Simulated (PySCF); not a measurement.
BClH3OSi, CH7Si2 (calculated)

Computed with PySCF 2.14.0. Calculation on a computer-drawn molecule: the log of a Hartree-Fock and frozen-core CCSD(T) single point meant for a local Hartree-Fock minimum, with one planted fault or none, to be diagnosed. Offsets are logged minus clean, where the clean run is the same molecule without the fault. The reference is restricted for singlets and unrestricted otherwise, and also for a bond in bohr or an excited solution. Adding or removing an electron swaps singlet and doublet. The excited solution moves the top pair (singlet) or top alpha electron (doublet) to the lowest empty orbital. Highest occupied and lowest empty are orbital energies over both spins, largest force is the largest gradient component, triples share is (T) over the correlation energy, the T1 limit is 0.02 restricted and 0.045 unrestricted, electrons count all cores, a negative frequency is imaginary (commonest isotopes), and the dipole is about the centre of nuclear charge.

Common to all runs: meant basis cc-pV(D+d)Z; logged SCF converged yes; possible faults no fault, one electron removed, one electron added, multiplicity raised by two, geometry at a saddle point, SCF held on an excited solution, minimal basis STO-3G, one bond length entered in bohr, all coordinates scaled.

(1) 
```xyz
7
formula=BClH3OSi meant_charge=1 meant_multiplicity=1 logged_electrons=46 logged_basis_functions=89 logged_spin_squared=0 logged_highest_occupied=-8.7089 logged_lowest_empty=-12.857 logged_largest_force=0.085845 logged_CC_converged=no logged_dipole_magnitude=1.4333 logged_SCF_stable_within_its_kind=no logged_energy_HF=-848.82123 planted_fault=SCF_held_on_an_excited_solution HF_energy_offset_from_clean_run=484.6
Si    -0.2497     0.9823     1.6826
O     -0.4648     0.6843    -0.0857
B     -0.6104     0.4827    -1.2817
Cl    -0.8059     0.2120    -2.8888
H     -1.6203     1.2294     2.1220
H      0.3438    -0.2724     2.1363
H      0.6373     2.1423     1.6936
```

Units: logged_highest_occupied, logged_lowest_empty in eV; logged_largest_force in hartree/bohr; logged_dipole_magnitude in debye; logged_energy_HF in hartree; HF_energy_offset_from_clean_run in kcal/mol.

Drawn bonds:
```csv
atom,other atom,order
1,2,1
2,3,1
3,4,1
1,5,1
1,6,1
1,7,1
```

Notes: CCSD not converged.

(2) 
```xyz
7
formula=BClH3OSi meant_charge=1 meant_multiplicity=1 logged_electrons=46 logged_basis_functions=31 logged_spin_squared=0 logged_highest_occupied=-17.481 logged_lowest_empty=1.2106 logged_largest_force=0.089816 logged_T1_diagnostic=0.017849 logged_D1_diagnostic=0.057715 logged_triples_share=0.052791 logged_CC_converged=yes logged_dipole_magnitude=3.5108 logged_SCF_stable_within_its_kind=yes logged_energy_HF=-840.07113 logged_energy_CCSD(T)=-840.25861 planted_fault=minimal_basis_STO-3G HF_energy_offset_from_clean_run=5975 CCSD(T)_energy_offset_from_clean_run=6192
Si    -0.2497     0.9823     1.6826
O     -0.4648     0.6843    -0.0857
B     -0.6104     0.4827    -1.2817
Cl    -0.8059     0.2120    -2.8888
H     -1.6203     1.2294     2.1220
H      0.3438    -0.2724     2.1363
H      0.6373     2.1423     1.6936
```

Units: logged_highest_occupied, logged_lowest_empty in eV; logged_largest_force in hartree/bohr; logged_dipole_magnitude in debye; logged_energy_HF, logged_energy_CCSD(T) in hartree; HF_energy_offset_from_clean_run, CCSD(T)_energy_offset_from_clean_run in kcal/mol.

Drawn bonds:
```csv
atom,other atom,order
1,2,1
2,3,1
3,4,1
1,5,1
1,6,1
1,7,1
```

(3) 
```xyz
10
formula=CH7Si2 meant_charge=0 meant_multiplicity=2 logged_electrons=41 logged_basis_functions=95 logged_spin_squared=3.7716 logged_highest_occupied=-2.4711 logged_lowest_empty=-3.126 logged_largest_force=0.10346 logged_dipole_magnitude=3.4885 logged_SCF_stable_within_its_kind=yes logged_energy_HF=-619.46536 planted_fault=multiplicity_raised_by_two HF_energy_offset_from_clean_run=195.9
Si    -0.6497     0.8560     3.4284
C     -1.3019     0.2678     1.7811
Si    -0.5851    -0.9859     0.5981
H     -1.6349     0.5750     4.5009
H     -0.4111     2.3195     3.3933
H      0.6219     0.1720     3.7561
H     -2.2414     0.7245     1.4625
H     -1.5411    -2.1006     0.3898
H     -0.3174    -0.3559    -0.7177
H      0.6818    -1.5360     1.1315
```

Units: logged_highest_occupied, logged_lowest_empty in eV; logged_largest_force in hartree/bohr; logged_dipole_magnitude in debye; logged_energy_HF in hartree; HF_energy_offset_from_clean_run in kcal/mol.

Drawn bonds:
```csv
atom,other atom,order
1,2,1
2,3,1
1,4,1
1,5,1
1,6,1
2,7,1
3,8,1
3,9,1
3,10,1
```

Notes: coupled-cluster numbers left out as unreliable.
